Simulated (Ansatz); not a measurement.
Stretching the Al1–O2 bond in AlO (multiplicity 2 held). Energies count from the point at 1.627 Å.


Restricted levels (R-, RO-) in cc, def2 and unpolarised 6-31G sets keep to the state of the molecule at rest. U- levels take the lowest unrestricted solution at each point, which mixes spins at long bonds. Full CI gives the lowest state of the spin. Left out are points that failed, MP2 points in a non-variational dive below the minimum, coupled-cluster points behind a sign of a changed root (a jump of the amplitudes, or a one-step jump against full CI or MRCI), small-basis points behind a change of solution, and semi-empirical points at long bonds. Curves can end on different states.

Frozen-core correlation.

Codes used: Ansatz (Gaussian basis) for Hartree–Fock, density functionals and correlated methods. Values without a source in brackets are computed.

Energies in kcal/mol.

```json
[
 {"R (Å)": "1.302", "U-MP2/6-31G": "85.5", "RO-SCS-MP2/6-31G": "153.4", "U-CCSD(T)/6-31G": "91.7", "FCI/6-31G": "115.2"},
 {"R (Å)": "1.465", "U-MP2/6-31G": "21.7", "RO-SCS-MP2/6-31G": "45.5", "U-CCSD(T)/6-31G": "6.4", "FCI/6-31G": "28.2"},
 {"R (Å)": "1.627", "U-MP2/6-31G": "0.0", "RO-SCS-MP2/6-31G": "0.0", "U-CCSD(T)/6-31G": "0.0", "FCI/6-31G": "0.0"},
 {"R (Å)": "1.790", "U-MP2/6-31G": "-13.5", "RO-SCS-MP2/6-31G": "-15.2", "U-CCSD(T)/6-31G": "-15.9", "FCI/6-31G": "-1.3"},
 {"R (Å)": "1.953", "U-MP2/6-31G": "-13.7", "RO-SCS-MP2/6-31G": "-15.3", "U-CCSD(T)/6-31G": "-16.5", "FCI/6-31G": "7.4"},
 {"R (Å)": "2.197", "U-MP2/6-31G": "left out", "RO-SCS-MP2/6-31G": "left out", "U-CCSD(T)/6-31G": "-5.5", "FCI/6-31G": "18.2"},
 {"R (Å)": "2.441", "U-MP2/6-31G": "16.6", "RO-SCS-MP2/6-31G": "12.5", "U-CCSD(T)/6-31G": "9.8", "FCI/6-31G": "33.0"},
 {"R (Å)": "2.848", "U-MP2/6-31G": "51.5", "RO-SCS-MP2/6-31G": "(withheld)", "U-CCSD(T)/6-31G": "32.6", "FCI/6-31G": "55.1"},
 {"R (Å)": "3.255", "U-MP2/6-31G": "60.3", "RO-SCS-MP2/6-31G": "56.9", "U-CCSD(T)/6-31G": "47.8", "FCI/6-31G": "70.1"},
 {"R (Å)": "3.743", "U-MP2/6-31G": "63.7", "RO-SCS-MP2/6-31G": "73.7", "U-CCSD(T)/6-31G": "59.8", "FCI/6-31G": "79.7"},
 {"R (Å)": "4.394", "U-MP2/6-31G": "64.2", "RO-SCS-MP2/6-31G": "(withheld)", "U-CCSD(T)/6-31G": "61.0", "FCI/6-31G": "84.4"},
 {"R (Å)": "5.208", "U-MP2/6-31G": "64.7", "RO-SCS-MP2/6-31G": "(withheld)", "U-CCSD(T)/6-31G": "61.6", "FCI/6-31G": "85.8"},
 {"R (Å)": "6.510", "U-MP2/6-31G": "64.9", "RO-SCS-MP2/6-31G": "88.2", "U-CCSD(T)/6-31G": "61.8", "FCI/6-31G": "86.2"}
]
```

Question: Fill in the missing entries.

Answer: 
- 4.394, RO-SCS-MP2/6-31G: 88.6
- 5.208, RO-SCS-MP2/6-31G: 96.0
- 2.848, RO-SCS-MP2/6-31G: 37.6

Doubts at one or more of the structures used: a spin-contaminated determinant (U-MP2/6-31G, U-CCSD(T)/6-31G); a restricted determinant that unrestricted orbitals would lower (RO-SCS-MP2/6-31G); T1 above 0.05 (U-CCSD(T)/6-31G); the program's own flag: large difference (U-CCSD(T)/6-31G).

Ansatz is an electronic-structure program.
